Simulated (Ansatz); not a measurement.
A nudged elastic band was laid between two geometries of a periodic cell of 17 atoms, Ag16P (surface Ag(110), adsorbate P).

These are results of DFT PBE-D3(BJ), scalar-relativistic, plane waves, PAW (Ansatz 0.2.0), not measurements. Settings: cutoff 420 eV, k mesh 2x3x1, gaussian smearing 0.15 eV, no spin polarisation.

* movable images: 7
* climbing image: yes
* spring: 2.0 eV/Å²
* optimiser: quadratic models (default)
* start path: straight line
* force threshold: 0.05 eV/Å
* iteration limit: 23
* end points: relaxed
* atoms held: 1 to 4

Image 0:

```xyz
17
Lattice="8.1800 0.0000 0.0000 0.0000 5.7841 0.0000 0.0000 0.0000 15.3381" Properties=species:S:1:pos:R:3
Ag 2.045 1.446 1.000
Ag 6.135 1.446 1.000
Ag 2.045 4.338 1.000
Ag 6.135 4.338 1.000
Ag -0.063 -0.008 2.377
Ag 4.152 -0.007 2.376
Ag -0.064 2.903 2.376
Ag 4.153 2.903 2.376
Ag 2.043 1.450 3.683
Ag 6.133 1.451 4.049
Ag 2.043 4.342 3.851
Ag 6.133 4.343 4.129
Ag 0.098 -0.006 5.330
Ag 3.988 -0.007 5.330
Ag 0.097 2.908 5.329
Ag 3.988 2.907 5.329
P 2.042 1.451 6.159
```

Image 8:

```xyz
17
Lattice="8.1800 0.0000 0.0000 0.0000 5.7841 0.0000 0.0000 0.0000 15.3381" Properties=species:S:1:pos:R:3
Ag 2.045 1.446 1.000
Ag 6.135 1.446 1.000
Ag 2.045 4.338 1.000
Ag 6.135 4.338 1.000
Ag -0.064 0.011 2.376
Ag 4.153 0.011 2.376
Ag -0.063 2.884 2.377
Ag 4.152 2.885 2.376
Ag 2.043 1.450 3.851
Ag 6.133 1.451 4.129
Ag 2.043 4.342 3.683
Ag 6.133 4.343 4.049
Ag 0.097 0.016 5.329
Ag 3.988 0.015 5.329
Ag 0.098 2.886 5.330
Ag 3.988 2.885 5.330
P 2.042 4.343 6.159
```

Q: What changes between the two ends?

A: Contacts lost: Ag9–P17. Contacts made: Ag11–P17. The atom that moves furthest is P17, by 2.89 Å; four of its nearest neighbours are Ag9 2.48, Ag13 2.57, Ag15 2.57, Ag16 2.57 Å at the first end and Ag11 2.48, Ag15 2.57, Ag13 2.57, Ag14 2.57 Å at the last.

Q: What energy profile does the band end with?

A: It converged. The highest image is number 4 of 0 to 8, 0.201 eV above the ends, which have the same energy within 2 meV. The order of the stationary point at the top wasn't checked. Limits of this set-up: coarse k mesh, thin slab, slab without dipole correction, odd electron count without spin.

```json
{"image": "0", "path coordinate (Å)": "0.00", "energy (eV)": "0.000", "Ag9–P17 (Å)": "2.48", "Ag11–P17 (Å)": "3.70"}
{"image": "1", "path coordinate (Å)": "0.48", "energy (eV)": "0.032", "Ag9–P17 (Å)": "2.46", "Ag11–P17 (Å)": "3.40"}
{"image": "2", "path coordinate (Å)": "0.96", "energy (eV)": "0.113", "Ag9–P17 (Å)": "2.44", "Ag11–P17 (Å)": "2.95"}
{"image": "3", "path coordinate (Å)": "1.44", "energy (eV)": "0.170", "Ag9–P17 (Å)": "2.46", "Ag11–P17 (Å)": "2.62"}
{"image": "4", "path coordinate (Å)": "1.92", "energy (eV)": "0.201", "Ag9–P17 (Å)": "2.51", "Ag11–P17 (Å)": "2.51"}
{"image": "5", "path coordinate (Å)": "2.40", "energy (eV)": "0.169", "Ag9–P17 (Å)": "2.62", "Ag11–P17 (Å)": "2.45"}
{"image": "6", "path coordinate (Å)": "2.88", "energy (eV)": "0.111", "Ag9–P17 (Å)": "2.96", "Ag11–P17 (Å)": "2.44"}
{"image": "7", "path coordinate (Å)": "3.37", "energy (eV)": "0.030", "Ag9–P17 (Å)": "3.41", "Ag11–P17 (Å)": "2.46"}
{"image": "8", "path coordinate (Å)": "3.85", "energy (eV)": "0.000", "Ag9–P17 (Å)": "3.70", "Ag11–P17 (Å)": "2.48"}
```

Q: What is the geometry of the highest image?

A: 
```xyz
17
Lattice="8.1800 0.0000 0.0000 0.0000 5.7841 0.0000 0.0000 0.0000 15.3381" Properties=species:S:1:pos:R:3:forces:R:3
Ag 2.045 1.446 1.000 0.00 0.18 0.09
Ag 6.135 1.446 1.000 0.00 0.03 -0.08
Ag 2.045 4.338 1.000 0.00 -0.18 0.08
Ag 6.135 4.338 1.000 0.00 -0.03 -0.08
Ag 0.019 0.000 2.331 0.00 0.00 0.00
Ag 4.071 0.000 2.331 0.00 0.00 0.00
Ag 0.003 2.892 2.329 -0.01 0.00 0.00
Ag 4.087 2.892 2.329 0.01 0.00 0.00
Ag 2.045 1.436 3.920 0.00 -0.02 0.00
Ag 6.135 1.415 3.859 0.00 0.00 0.00
Ag 2.045 4.348 3.919 0.00 0.02 0.00
Ag 6.135 4.369 3.859 0.00 0.00 0.00
Ag -0.001 0.000 5.277 0.01 0.00 0.00
Ag 4.091 0.000 5.277 -0.01 0.00 0.00
Ag -0.299 2.892 5.385 -0.04 0.00 -0.01
Ag 4.389 2.892 5.385 0.04 0.00 -0.01
P 2.045 2.893 5.968 0.00 0.00 0.03
```

Run time: 8.2 min on 4 threads of Intel(R) Xeon(R) Platinum 8488C (Sapphire Rapids), with other jobs on the host, peak memory 4.1 GiB.
